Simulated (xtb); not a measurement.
CH$_{9}$AlO$_{2}$Si$_{2}$, triplet, at the geometry of the source list (GFN-xTB shapes and energies of metal compounds can be far from the true ones) (a higher spin typed on purpose: for a closed-shell molecule this is an excited state). Base run: GFN2-xTB run with xtb.

Geometry (Å):
```xyz
15

Al     0.2332     0.3414     0.3305
C      1.0624     1.7105     1.5046
H      1.7188     1.2754     2.2564
H      0.2888     2.2829     2.0172
H      1.6436     2.4247     0.9200
O     -0.8923     0.8212    -0.8194
Si    -1.9686     1.2219    -1.9715
H     -3.2947     0.8897    -1.4455
H     -1.6500     0.4599    -3.1845
H     -1.8157     2.6631    -2.1892
O      0.6078    -1.2936     0.4471
Si     0.9469    -2.8811     0.5161
H     -0.2851    -3.5715     0.9040
H      1.9935    -3.0539     1.5256
H      1.4114    -3.2908    -0.8114
```
Charge 0, spin multiplicity 3.
All else is at xtb's defaults.
Base energy -19.45769 Eh.

Variants of this job, named by their change:

```tsv
change	ΔE vs base (mEh)	dipole (D)	G_solv (kcal/mol)	SCF cycles
base	0.000	1.43	-	25
etemp = 10000	-123.4	1.04	-	15
alpb = dmf	-11.480	2.56	-7.86	24
alpb = cs2	-5.866	1.51	-3.78	25
etemp = 3000	-19.811	0.56	-	16
acc = 1000	0.132	1.42	-	15
alpb = methanol	-10.155	2.59	-7.19	22
alpb = ether	-8.216	2.26	-5.46	25
```

ALPB and GBSA are two models with their own fitted parameters for each solvent, which aren't always the measured dielectric constant.
